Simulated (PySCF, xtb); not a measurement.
Al(GeH3)2(H) (AlGe₂H₇), SMILES [GeH3][AlH][GeH3].

GFN2-xTB (xtb) at its own geometry gives an orbital gap of 3.59 eV and a dipole moment of 0.48 D.

Geometry optimised at r2SCAN-D4/def2-SVP. The structure was generated by enumeration; whether it is a known compound was not checked.

### Question
What does PBE/def2-TZVP run with PySCF give? (The exact figures need the calculation; the answer reports its results.)

### Answer
gap 3.24 eV (levels -6.33 and -3.09 eV), dipole 0.36 D.
